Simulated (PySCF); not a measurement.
SMILES Bc1ccc(C#N)cc1 (GFN2-xTB optimised geometry):

```
15

B     -1.426    -2.440     0.003
C     -0.619    -1.118     0.000
C     -1.259     0.131    -0.001
C     -0.549     1.313    -0.001
C      0.847     1.279     0.000
C      1.583     2.486     0.001
N      2.179     3.465     0.003
C      1.514     0.052     0.000
C      0.785    -1.118     0.000
H     -2.594    -2.409     0.002
H     -0.867    -3.465     0.007
H     -2.338     0.165    -0.002
H     -1.058     2.266    -0.003
H      2.594     0.034     0.001
H      1.307    -2.064     0.001
```

Computed with CAM-B3LYP/def2-TZVP (PySCF).

Task: What are the frontier orbital energies and the dipole moment?

Result: HOMO-2 -11.24 eV, HOMO-1 -9.45 eV, HOMO -9.29 eV, LUMO -1.82 eV, LUMO+1 0.09 eV; dipole moment 3.25 D.

Meta-Löwdin charges at CAM-B3LYP/def2-TZVP: B1 -0.01, C2 -0.08, C3 -0.07, C4 -0.10, C5 0.00, C6 0.11, N7 -0.21, C8 -0.10, C9 -0.07, H10 0.01, H11 0.01, H12 0.13, H13 0.14, H14 0.14, H15 0.13.
